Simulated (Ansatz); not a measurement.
Consider the ligand exchange at the Si–C bond: `O[SiH2]/C=C/[SiH3]` + `[OH][Al]([F])[F]` → `[F][Al]([F])[O][SiH3]` + `C=C[SiH2]O`.

Computed with Ansatz on PBE0-D4/def2-TZVP structures; ΔE is electronic, products minus reactants. CCSD(T)/CBS adds triple-zeta CCSD(T) − MP2 to the extrapolated MP2 energy (def2 sets, frozen cores). Functionals use def2-TZVPP. One conformer a species, not always the lowest.

```
             level  ΔE (kJ/mol)  difference from CCSD(T)/CBS
            PBE-D4        -89.5                         17.9
         revPBE-D4        -86.7                         20.7
         r2SCAN-D4       -104.4                          3.0
      CAM-B3LYP-D4       -113.1                         -5.7
           ωB97X-V       -107.4                          0.0
           ωB97M-V       -106.4                          1.0
            r2SCAN       -105.1                          2.3
             BHLYP       -121.0                        -13.6
         CAM-B3LYP       -114.9                         -7.5
RPA@PBE/def2-TZVPP       -108.2                         -0.8
      MP2/def2-SVP       -107.5                         -0.1
     CCSD/def2-SVP       -110.8                         -3.4
SCS-MP2/def2-TZVPP       -113.4                         -6.0
CCSD(T)/def2-TZVPP       -107.9                         -0.5
      HF/CBS(def2)       -136.9                        -29.5
    CCSD/CBS(def2)       -111.9                         -4.5
       CCSD(T)/CBS       -107.4                            0
```

Largest T1 diagnostic among the species: 0.013.

The D4 term adds +3.2 kJ/mol with B3LYP and +1.8 kJ/mol with PBE0; it sums over pairs of atoms, weighted by their polarisabilities, and B3LYP, whose exchange is more repulsive, gets the larger term. Leaving LDA and LC-ωPBE aside and taking each functional with its dispersion term where it has one, the values, not all of them listed here, spread over 32.5 kJ/mol, from BHLYP-D4 to revPBE-D4. From BLYP to BHLYP (50 % exact exchange), in def2-TZVPP and without D4, ΔE moves by −15.4 kJ/mol.

B3LYP here is the variant with VWN-RPA as its local correlation; programs differ in this.
